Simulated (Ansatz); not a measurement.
Ansatz (an electronic-structure program) input (RI-MP2/cc-pVTZ):
A basis named .json is the Basis Set Exchange file of that set.

Ansatz 0.2 input:
```yaml
crystal:
  periodic: [false, false, false]
  atoms:
    - {symbol: B, position_ang: [-0.00000000, 0.00000000, -0.00000000]}
    - {symbol: O, position_ang: [0.70673726, 1.10572871, 0.37874790]}
    - {symbol: C, position_ang: [0.20053317, 2.41093923, 0.12744964]}
    - {symbol: O, position_ang: [0.49861260, -1.24719551, 0.24789583]}
    - {symbol: C, position_ang: [1.75228937, -1.41047805, 0.89951019]}
    - {symbol: O, position_ang: [-1.20534986, 0.14146680, -0.62664373]}
    - {symbol: C, position_ang: [-1.95282254, -1.00046118, -1.02695983]}
    - {symbol: H, position_ang: [0.92897385, 3.12216411, 0.51374631]}
    - {symbol: H, position_ang: [0.06219077, 2.57903681, -0.94235305]}
    - {symbol: H, position_ang: [-0.75674533, 2.56406048, 0.62949044]}
    - {symbol: H, position_ang: [1.73799874, -0.96395665, 1.89564654]}
    - {symbol: H, position_ang: [2.55693484, -0.94898031, 0.32380305]}
    - {symbol: H, position_ang: [1.93712295, -2.48011060, 0.98561782]}
    - {symbol: H, position_ang: [-1.39072146, -1.60759200, -1.73921523]}
    - {symbol: H, position_ang: [-2.20965756, -1.62256833, -0.16737175]}
    - {symbol: H, position_ang: [-2.86609680, -0.64205351, -1.49936414]}
basis:
  gaussian:
    orbitals: cc-pVTZ
    fitting: {mean_field: def2-universal-jkfit, correlation: cc-pVTZ-RIFIT.json}
magnetization: {spin_polarized: false}
correlation: {method: mp2, electrons: outside_noble_gas}
```

End of the output:

```
integrals: 0.51 GiB planned
693 factors; integrals over basis functions are off by at most 9.2e-1 eV
mean field: 1.35 GiB planned
mean field evaluation 1: about -10020.1893 eV, gradient 4.6e1 eV
mean field evaluation 2: about -10023.6564 eV, gradient 2.3e1 eV
mean field evaluation 4: about -10024.4988 eV, gradient 6.7e-1 eV
mean field evaluation 8: about -10024.5006 eV, gradient 1.4e-6 eV
mean field -10024.50055077 eV, -368.3936003903 hartree, gradient 1.4e-6 eV, S^2 0.000000; 0 other end points of the search recorded, 0 dependent functions left out
7 core orbitals not correlated
837 factors; their error is unknown
reference -10024.50055077 eV, -368.3936003903 hartree; 21, 21 occupied and 308, 308 virtual orbitals, 837 factors
second order -36.04835337 eV of doubles, -0.00000000 eV of singles
Total energy: -10060.54890414 eV, -369.7183529422 hartree
```
